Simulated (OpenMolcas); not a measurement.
**Ge⁺: RASPT2 settings compared**

```yaml
Program: OpenMolcas 26.06
Basis: ANO-R3 [7s6p5d4f2g]
Scalar_Hamiltonian: X2C, finite nucleus
Active_space: 3 electrons in 9 orbitals (RAS2 4s 4p; RAS3 4d, at most 2 electrons)
State_averaging: 2S+1 = 4 odd, 1 root (0 in the spin-orbit step); 2S+1 = 2 odd, 3 roots; 2S+1 = 4 even, 3 roots; 2S+1 = 2 even, 6 roots
Spin-orbit_coupling: RASSI with atomic mean-field integrals over the reference wave functions, term energies averaged over their components
```

Methods on the same reference wave functions:
A. RASSCF
B. SS-RASPT2, IPEA 0.5 Eh, real shift 0.25 Eh (closed shells correlated: 3d)
C. SS-RASPT2, IPEA 0.3 Eh, sigma1 regulariser 0.5 Eh (closed shells correlated: 3s 3p 3d)
D. XMS-RASPT2, IPEA 0.15 Eh, imaginary shift 0.25 Eh (closed shells correlated: 3d)

Energies in cm-1 above 4s2 4p 2P* 1/2, the measured ground level; measured values from NIST Handbook of Basic Atomic Spectroscopic Data.

```csv
Level,A,B,C,D,Measured
4s2 4p 2P* 1/2,0.0,0.0,0.0,0.0,0.0
4s2 4p 2P* 3/2,1648,1648,1648,1648,1767
4s 4p2 4P 1/2,46692,50970,51390,50900,51576
4s 4p2 4P 3/2,47292,51580,51990,51500,52291
4s 4p2 4P 5/2,48212,52490,52910,52420,53367
4s 4p2 2D 3/2,65232,67230,67290,66780,65016
4s 4p2 2D 5/2,65321,67320,67380,66870,65185
```

Deviations, from unrounded energies. A percentage is the sum of absolute deviations over the sum of measured energies, with the sign that they share, or ± where signs differ.

| Against measurement | Levels | A | B | C | D |
| --- | --- | --- | --- | --- | --- |
| mean absolute deviation (cm-1) | 6 | 2600 | 1100 | 920 | 1000 |
| fine structure of the ground term (%) | 1 | -6.8 | -6.8 | -6.8 | -6.8 |
| other configurations (%) | 5 | ±5.4 | ±2.3 | ±1.9 | ±2.0 |

C lies closest to measurement on these levels and A furthest from it. The largest miss of C in the table is 4s 4p2 2D 3/2, by +2300 cm-1. The ranking rests on the paired levels alone, and a cruder setting can come out closer through cancelling errors.

Among B to D the level of the table that moves most is 4s 4p2 2D 3/2, by 510 cm-1 (lowest in D, highest in C). Moves below CASPT2's spread within the term are not significant.

The lowest spin-free term lies below A's lowest term by 0.504 hartree in B, 0.881 hartree in C, 0.506 hartree in D.

CASPT2 does not keep the components of a term degenerate, so their means are used; among the terms shown or strongly mixed into the levels shown the widest spread is 110 cm-1 (4s 4p2 2D, D). Some high roots are left out of the spin-orbit mixing, which shifts the levels that they would mix with. Active for correlation alone: 4d; no level in the range computed is led by a configuration that fills it, so any true level of that kind is missing. Some terms mix strongly with configurations of 4d, whose occupation reaches 0.21 (4s 4p2 2D). Without dynamic correlation excited terms often stand tens of per cent too high (terms of higher spin than the ground term too low), and those without a measured partner can miss by more than the paired ones (holds for A). Measured partners are found by configuration, term and J. A level has none where our copy of the source lacks it or the pairing is in doubt (some pairs that miss far off the trend of their configuration count as doubtful), and it then counts in no deviation. Levels of configurations outside the active space are missing. The table leaves out levels that lie high or whose names do not pair safely across all columns.

* marks odd parity.
